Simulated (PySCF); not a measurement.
Calculation: B3LYP-D3(BJ)/def2-TZVP // PBE0-D4/def2-TZVP run with PySCF 2.14.0. All species are isolated molecules in the gas phase. One relaxed conformer stands for a flexible species; it need not be the lowest. B3LYP has the VWN-RPA correlation part, as in Gaussian. Delta-SCF ions had no search for a lower state. Excitations are Tamm–Dancoff values on a coarser integration grid. The basis has no diffuse functions, so Rydberg states are missing or too high.

Reference species (SMILES): `[SiH3]O` (neutral, multiplicity 1).

| Item | Value |
|---|---|
| S1 excitation (TDA) | 7.00 eV |
| S1 oscillator strength | 0.003 |
| vertical ionisation energy (Delta-SCF) | 11.26 eV |

After one change: the S1 excitation (TDA) goes up by 0.17 eV; the S1 oscillator strength hardly moves; the vertical ionisation energy (Delta-SCF) decreases by 0.60 eV.

Question: What was changed between the two runs? The new species is one of these.
A) `O[SiH2]I` (H–O–Si–I torsion 54°)
B) `C[SiH2]O` (C–Si–O–H torsion 70°)
C) `B[SiH2]O`
D) `CC(=O)[SiH2]O` (O–C–Si–O torsion 0°, C–Si–O–H torsion 0°)

Answer: B, `C[SiH2]O` (C–Si–O–H torsion 70°)
